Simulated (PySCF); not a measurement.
Mg(Br)(Me) (CH3BrMg), SMILES [CH3][Mg][Br]. The structure is a stationary point at PBE0-D3(BJ)/def2-TZVP.

These are PBE0-D3(BJ)/def2-TZVP in PySCF 2.14.0 values and carry that method's errors.

Harmonic wavenumbers (cm⁻¹): 100, 100, 299, 582, 582, 608, 1149, 1441, 1441, 3037, 3122, 3122. Rotational constants (GHz): 161.1, 1.635, 1.635; symmetry number 3.

Work out the zero-point energy and the ideal-gas rigid-rotor harmonic-oscillator thermochemistry at 298.15 K and 1 atm.

ZPE = ½ Σ hcν = ½ × 15584 cm⁻¹ = 93.21 kJ/mol. H − E(el) = 109.48 kJ/mol. Entropy in J/(mol K): translation 168.38, rotation 91.81, vibration 41.01, total 301.20. G − E(el) = 19.68 kJ/mol. Cp = 71.56 J/(mol K). Modes under 150 cm⁻¹ make the vibrational entropy uncertain.
